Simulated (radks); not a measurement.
Species: W V. Configuration: [Xe] 4f14 5d1 6d1 (not the ground configuration). Calculated with a radial shooting solver on a logarithmic mesh with Libxc functionals: scalar-relativistic Kohn-Sham, BP86, spin-polarised, spherical densities, finite nucleus; open shells are filled with parallel spins first (spin-orbit coupling, left out, can overturn this in heavy ions); Fermi nuclear charge, rms radius 5.3658 fm.

Normalised radial functions P(r) = r R(r), r in bohr:

r           5p up   4f up  4f down
0.002004   0.0056  0.0000   0.0000
0.002738   0.0094  0.0000   0.0000
0.00371    0.0156  0.0000   0.0000
0.005069   0.0258  0.0000   0.0000
0.006925   0.0422  0.0000   0.0000
0.009385   0.0668  0.0001   0.0001
0.01282    0.1036  0.0002   0.0002
0.01752    0.1529  0.0007   0.0007
0.02374    0.2081  0.0019   0.0019
0.03243    0.2548  0.0057   0.0057
0.04431    0.2566  0.0160   0.0160
0.06005    0.1706  0.0413   0.0414
0.08203   -0.0291  0.1015   0.1017
0.1112    -0.2682  0.2220   0.2224
0.1519    -0.3721  0.4403   0.4410
0.2075    -0.1424  0.7543   0.7555
0.2812     0.3136  1.0804   1.0821
0.3842     0.5564  1.2901   1.2919
0.5249     0.1876  1.2505   1.2521
0.7113    -0.5337  0.9956   0.9962
0.9718    -1.0301  0.6447   0.6432
1.328     -0.9506  0.3328   0.3296
1.799     -0.5337  0.1321   0.1295
2.458     -0.1710  0.0344   0.0333
3.331     -0.0303  0.0056   0.0053
4.551     -0.0022  0.0004   0.0004
6.218     0.0000  0.0000   0.0000
8.426     0.0000  0.0000   0.0000
11.51     0.0000  0.0000   0.0000

5p up: eigenvalue -92.853 eV, 3 radial nodes at r = 0.0790, 0.230, 0.571 bohr, <r> = 1.21 bohr, 90 % of the charge inside 1.75 bohr. 4f up: eigenvalue -84.299 eV, 0 radial nodes, <r> = 0.604 bohr, 90 % of the charge inside 0.999 bohr. 4f down: eigenvalue -84.134 eV, 0 radial nodes, <r> = 0.602 bohr, 90 % of the charge inside 0.995 bohr.
